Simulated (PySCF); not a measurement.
Te(SeH)2 (H2Se2Te), SMILES [SeH][Te][SeH].

The structure is a stationary point at B3LYP-D3(BJ)/def2-SVP. This is a generated structure with no PubChem entry under its InChIKey; it may be hypothetical. The def2 effective core potentials stand for the cores of Te; spin–orbit coupling is left out. Other conformers were not sampled.

All values below come from CAM-B3LYP/def2-TZVPD (PySCF).

The molecule is in vacuum.

| Item | Result |
|---|---|
| total energy | -5072.61795 hartree |
| point group | C2 |
| highest occupied level | -8.03 eV |
| lowest empty level | -1.42 eV |
| orbital gap | 6.62 eV |
| dipole moment | 0.35 D |
| quadrupole, principal values (traceless, Buckingham form, about the centre of nuclear charge) | -4.34, -0.61, 4.95 D·Å |
| mean static polarisability | 106.8 bohr³ (15.83 Å³) |
| polarisability, principal values | 79.3, 96.5, 144.7 bohr³ |
